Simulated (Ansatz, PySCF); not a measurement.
Molecule: sum formula SnOBr (charge 0, doublet). It need not be the lowest isomer of its formula. 
Geometry from a B3LYP-D3(BJ)/def2-TZVP (Ansatz, a first-principles code) optimisation:
```xyz
3

Sn    -0.6358     0.4728    -0.5405
O     -1.6875    -1.2080    -0.4419
Br     1.2941    -0.3993     0.8732
```
Charge 0, spin multiplicity 2.

Property: atomisation energy (electronic, to ground-state atoms), in eV. Correlated levels leave the core frozen unless marked. Open shells are spin-unrestricted. Spin-orbit coupling is left out. Frozen are the shells of the preceding noble gas and the d and f shells that filled before the atom's block. In def2 rows, elements after Kr have scalar-relativistic effective core potentials. The coupled-cluster limit lacks core correlation, which all-electron functionals hold. CBS marks a two-point X^-3 extrapolation of the correlation energy; Hartree-Fock from the larger set. The bracket is a focal-point correction in the basis named.

| level | program | atomisation energy (eV) |
|---|---|---|
| HF/def2-TZVPP | Ansatz | 4.02 |
| HF/def2-TZVPPD | Ansatz | 4.04 |
| revPBE-D3(BJ)/def2-TZVPD | Ansatz + dftd3 | 7.37 |
| r2SCAN/def2-TZVPD | Ansatz | 7.41 |
| PBE0-D3(BJ)/def2-TZVP | Ansatz + dftd3 | 7.13 |
| TPSSh-D3(BJ)/def2-TZVPD | PySCF + dftd3 | 7.27 |
| M06-2X/def2-TZVPD | PySCF | 6.77 |

### Question
Estimate the value at RI-MP2/CBS(def2-TZVPPD,def2-QZVPPD)+[CCSD(T)-MP2]/def2-TZVPPD as computed with Ansatz.

### Answer
7.07 eV
